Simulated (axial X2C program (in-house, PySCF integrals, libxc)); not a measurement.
## Working with the constants of BeCd

A bond curve at the PBE0 level, with spin–orbit coupling, was computed with an in-house all-electron X2C program for linear molecules (integrals from PySCF) (basis Cd dyall-v3z [12s12p8d3f2g], Be dyall-v3z [8s8p3d1f] (cores contracted in-house)) for the state Ω = 0 (closed shell). Its fit gives Re = 3.0001 Å, ωe = 131.5 cm⁻¹, ωexe = 4.52 cm⁻¹ and αe = 7.571e-03 cm⁻¹; the masses are 113.9034 and 9.0122 u. Two-component means X2C with spin–orbit coupling and atomic mean-field Coulomb and Gaunt terms.

Question: Find the reduced mass, Be and the force constant.

Answer: From the PBE0 values: μ = 8.3514 u. Be = 16.8576/(μ Re²) = 0.2243 cm⁻¹. k = 5.8918×10⁻⁷ μ ωe² = 0.0851 mdyn/Å.

Question: The dipole moment p changes by 0.40 D/Å at Re. What harmonic infrared intensity follows?

Answer: I = 42.256 × (dp/dR)²/μ = 0.81 km/mol.

Question: Estimate the centrifugal constant by the Kratzer relation.

Answer: D = 4Be³/ωe² = 2.61e-06 cm⁻¹.

Question: Give B0, the J = 1←0 line in GHz and the most populated J at 300 K (kT = 208.5 cm⁻¹).

Answer: B0 = Be − αe/2 = 0.2205 cm⁻¹; 2B0 = 13.22 GHz; J(max) ≈ √(kT/2B0) − 1/2 = 21.2, so J = 21.

Question: A Morse curve ties αe to the other constants (Pekeris). How well does that hold?

Answer: αe(Morse) = 6Be²/ωe × (√(ωexe/Be) − 1) = 8.008e-03 cm⁻¹; the PBE0 curve gives 7.571e-03 cm⁻¹, a ratio of 1.06.

The state is a single determinant with fixed occupations, the lowest that a limited PBE0 search found. The levels of this run spread widely (ωe from 81 to 132 cm⁻¹), so these constants depend on the method.
